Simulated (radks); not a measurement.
Spherical quantum dot in the effective-mass picture: electrons in a parabolic well V = omega^2 r^2 / 2 with omega = 1.53, with a point charge +1 (a donor) at the centre, all in effective atomic units (hartree* = m*/eps^2 hartree, bohr* = eps/m* bohr), one dielectric constant everywhere. Method: non-relativistic Kohn-Sham, PBE, spin-polarised, spherical densities; computed with a radial shooting solver with Libxc functionals. Levels are named by radial order and angular momentum (1s, 1p, 1d, 2s, ...), and open shells are averaged over m. Results are scaled to m* = 0.156 and eps = 7.9, for which hartree* = 68.02 meV and bohr* = 2.68 nm.

N = 27, configuration 1s2 1p6 1d10 2s2 1f(up 7, down 0). This is the lowest configuration that the search found. Occupied and some empty levels:

level,occupation,eigenvalue (meV),<r> (nm)
1s up,1,1085.9,3.039
1s down,1,1087.7,2.959
1p up,3,1150.2,4.412
1p down,3,1155.2,4.340
2s up,1,1195.8,4.410
2s down,1,1201.3,4.433
1d up,5,1207.3,5.135
1d down,5,1214.2,5.094
1f up,7,1268.1,5.664
1f down,0,1275.9,5.649
2p up,0,1278.7,4.955
2p down,0,1283.5,4.987
1g up,0,1333.2,6.101
1g down,0,1341.4,6.104
2d up,0,1353.1,5.516
2d down,0,1357.8,5.537

Energy (meV): total 20647.0, kinetic 2918.1, external 6663.6, Hartree 12156, exchange-correlation -1090.4.

Electron density:

r (nm),n(r) (e/nm^3)
0.205,0.09514
0.721,0.06371
1.24,0.04307
1.75,0.03099
2.27,0.02544
2.78,0.02428
3.30,0.02528
3.81,0.02642
4.33,0.02617
4.85,0.02383
5.36,0.01957
5.88,0.01433
6.39,0.009254
6.91,0.005209
7.42,0.002566
7.94,0.001106
8.45,0.0004149
8.97,0.0001366
9.49,0.00003888
10.0,9.690e-06
